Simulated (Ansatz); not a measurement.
`C[Si](C)(C)[Si](C)(C)[Si](C)(C)[Si](C)(C)C`. Charge 0, multiplicity 1. Geometry PBE-D4/def2-SVP; atoms count from 1.

```xyz
44

C     3.608   -2.549   -0.644
Si    1.823   -2.075   -1.101
C     1.779   -1.503   -2.915
C     0.708   -3.602   -0.896
Si    1.093   -0.344    0.324
C     0.855   -1.055    2.083
C     2.428    1.022    0.378
Si   -0.920    0.593   -0.468
C    -2.130   -0.782   -1.016
C    -0.530    1.714   -1.966
Si   -1.953    1.888    1.210
C    -0.691    3.070    2.003
C    -3.358    2.910    0.435
C    -2.683    0.755    2.551
H     3.674   -2.889    0.410
H     3.976   -3.374   -1.291
H     4.296   -1.688   -0.767
H     2.179   -2.289   -3.590
H     2.387   -0.586   -3.063
H     0.741   -1.276   -3.236
H     0.723   -3.966    0.152
H    -0.344   -3.371   -1.159
H     1.051   -4.432   -1.549
H     0.038   -1.805    2.103
H     1.782   -1.550    2.441
H     0.598   -0.251    2.804
H     3.390    0.619    0.758
H     2.121    1.859    1.038
H     2.610    1.437   -0.635
H    -2.327   -1.494   -0.189
H    -1.716   -1.359   -1.870
H    -3.102   -0.353   -1.336
H    -0.038    1.142   -2.780
H     0.149    2.541   -1.674
H    -1.459    2.164   -2.375
H    -0.213    3.719    1.241
H     0.112    2.506    2.520
H    -1.180    3.729    2.752
H    -3.874    3.523    1.205
H    -2.971    3.598   -0.345
H    -4.116    2.253   -0.039
H    -1.895    0.144    3.036
H    -3.189    1.351    3.340
H    -3.432    0.059    2.119
```

Single mean-field runs in def2-TZVP are fitted with def2-universal-jkfit.

Estimate the Mulliken populations of the heavy atoms from the PBE0/def2-TZVP orbitals of Ansatz.


| atom | charge (e) |
| --- | --- |
| C1 | -0.49 |
| Si2 | 0.23 |
| C3 | -0.48 |
| C4 | -0.48 |
| Si5 | 0.16 |
| C6 | -0.49 |
| C7 | -0.49 |
| Si8 | 0.16 |
| C9 | -0.49 |
| C10 | -0.49 |
| Si11 | 0.23 |
| C12 | -0.48 |
| C13 | -0.49 |
| C14 | -0.48 |
Mulliken values depend strongly on the basis.

And the Mayer bond orders between heavy atoms (over 0.3)?

C1–Si2 1.00 (1.90 Å); Si2–C3 0.98 (1.90 Å); Si2–C4 0.98 (1.90 Å); Si2–Si5 0.96 (2.36 Å); Si5–C6 0.96 (1.91 Å); Si5–C7 0.96 (1.91 Å); Si5–Si8 0.95 (2.36 Å); Si8–C9 0.96 (1.91 Å); Si8–C10 0.96 (1.91 Å); Si8–Si11 0.96 (2.36 Å); Si11–C12 0.97 (1.90 Å); Si11–C13 1.00 (1.90 Å); Si11–C14 0.98 (1.90 Å).
